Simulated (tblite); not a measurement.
Species: C6H6N3 (doublet state).
Atom-mapped SMILES: `[CH3:1][c:2]1[n:3][cH:4][cH:5][n:6][c:7]1[CH:8]=[N:9]` (hydrogens: H10, H11, H12 on C1; H13 on C4; H14 on C5; H15 on C8)

Structure optimised with GFN2-xTB, isolated species. This method treats the open shell by occupation alone, without spin polarisation.

Entries marked ? are missing. Bonds in one row agree within 0.01 Å.

```csv
coordinate,value
C1–C2,1.483 Å
C2–N3,?
N3–C4,?
C4–C5,?
C5–N6,1.320 Å
N6–C7,1.320 Å
C7–C8,1.489 Å
C8=N9,?
C2–C7,1.410 Å
"C1–H10, C1–H12",1.088 Å
C1–H11,1.098 Å
C4–H13,1.081 Å
C5–H14,1.080 Å
C8–H15,1.097 Å
C1–C2–N3,?
C1–C2–C7,?
N3–C2–C7,118.5°
C2–N3–C4,?
N3–C4–C5,121.2°
C4–C5–N6,120.0°
C5–N6–C7,119.0°
N6–C7–C8,116.5°
C2–C7–N6,121.5°
C2–C7–C8,121.9°
C7–C8–N9,127.6°
```

**Question.** Fill in the missing values.

**Answer.** 
- C2–N3 = 1.327 Å, aromatic (ends: carbon bonded to 2 C and N; nitrogen bonded to 2 C); 0.11 Å below the sum of covalent radii, 1.44 Å.
- N3–C4 = 1.320 Å, aromatic (ends: nitrogen bonded to 2 C; carbon bonded to C, N and H); 0.12 Å below the sum of covalent radii, 1.44 Å.
- C4–C5 = 1.389 Å, aromatic (both ends carbon bonded to C, N and H); 0.07 Å below the sum of covalent radii, 1.46 Å.
- C8=N9 = 1.226 Å, drawn double (ends: carbon bonded to C, N and H; nitrogen bonded to C); 0.21 Å below the sum of covalent radii, 1.44 Å.
- C1–C2–N3 = 119.0°, at the carbon bonded to 2 C and N; the outer atoms are 2.422 Å apart.
- C1–C2–C7 = 122.5°, at the carbon bonded to 2 C and N; the outer atoms are 2.536 Å apart.
- C2–N3–C4 = 119.7°, at the nitrogen bonded to 2 C, inside a 6-membered ring; the outer atoms are 2.289 Å apart.

Radii are Cordero's, carbon taken as 0.76, 0.73 or 0.69 Å for four, three, and two or fewer neighbours.

Its GFN2-xTB frequencies are all real (lowest 24 cm⁻¹). Torsions: N6–C7–C8–N9 180°. 2 starts were optimised and ended at 0.00 and 6.10 kcal/mol (GFN2-xTB); the lowest of these is shown.

One conformer stands for the species.

The numbers are calculated, not measured.
